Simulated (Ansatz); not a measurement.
`C[SiH]1CS1` → `CC[Si]S`  (isomerisation)

Calculated with Ansatz (gas phase, PBE0-D4/def2-TZVP geometries, no zero-point term in ΔE). CCSD(T)/CBS adds triple-zeta CCSD(T) − MP2 to the extrapolated MP2 energy (def2 sets, frozen cores). This one scheme is used for every species. DFT in def2-TZVPP. One conformer a species, not always the lowest.

(1) Is it downhill or uphill in electronic energy at CCSD(T)/CBS, and by how much? (Estimate.)

(2) What do these levels give: r2SCAN-D4, PBE0-D4, BHLYP-D4, revPBE, BHLYP, HF/def2-SVP? (An estimate is asked.)

Largest T1 diagnostic among the species: 0.013.

Answers

(1) The calculation gave: Uphill: ΔE = +63.5 kJ/mol.

(2) Computed: r2SCAN-D4 77.2, PBE0-D4 68.0, BHLYP-D4 58.5, revPBE 60.7, BHLYP 58.9, HF/def2-SVP 35.8 kJ/mol.

From PBE to PBE0 (25 % exact exchange), in def2-TZVPP and without D4, ΔE moves by +7.2 kJ/mol. At CCSD(T), def2-SVP lies −31.5 kJ/mol from the extrapolated value and def2-TZVPP −5.0 kJ/mol. Leaving LDA and LC-ωPBE aside and taking each functional with its dispersion term where it has one, the values, not all of them listed here, spread over 33.1 kJ/mol, from BLYP-D4 to r2SCAN0-D4. LDA lies +3.4 kJ/mol from PBE without D4.
